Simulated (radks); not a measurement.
Sb2+, 49 electrons, occupied as [Kr] 4d10 5s2 5p1. Calculated with a radial shooting solver on a logarithmic mesh with Libxc functionals: scalar-relativistic Kohn-Sham, exchange-only LDA, spin-unpolarised, spherical densities, point nucleus.

Radial electron density D(r) = 4 pi r^2 rho(r):

r (bohr),D(r) (e/bohr)
0.001511,3.441
0.001745,4.389
0.002016,5.578
0.002309,6.967
0.002667,8.774
0.00308,10.99
0.003557,13.67
0.004108,16.88
0.004745,20.67
0.00548,25.05
0.006328,30.02
0.007308,35.50
0.00844,41.34
0.00967,46.99
0.01117,52.80
0.0129,58.03
0.0149,62.22
0.0172,64.96
0.01987,65.93
0.02294,65.12
0.0265,62.87
0.0306,59.99
0.03534,57.69
0.04081,57.27
0.04676,59.54
0.054,64.94
0.06237,72.42
0.07203,79.80
0.08318,84.27
0.09607,83.66
0.1109,77.77
0.1281,68.98
0.148,61.49
0.1709,59.06
0.1958,62.06
0.2261,67.63
0.2611,70.00
0.3016,64.75
0.3483,52.12
0.4022,37.10
0.4645,25.93
0.5365,21.75
0.6196,22.88
0.7155,24.86
0.8264,24.20
0.9467,20.60
1.093,15.24
1.263,10.20
1.458,6.552
1.684,4.292
1.945,2.937
2.246,2.024
2.594,1.317
2.996,0.7663
3.46,0.3833
3.964,0.1692
4.578,0.05855
5.287,0.01618
6.106,0.003475
7.052,0.0005595

D(r) has 4 maxima, at r = 0.0200, 0.0880, 0.257, 0.751 bohr, and minima at 0.0389, 0.168, 0.550 bohr, inside which lie 1.99, 11.17, 28.99 electrons.
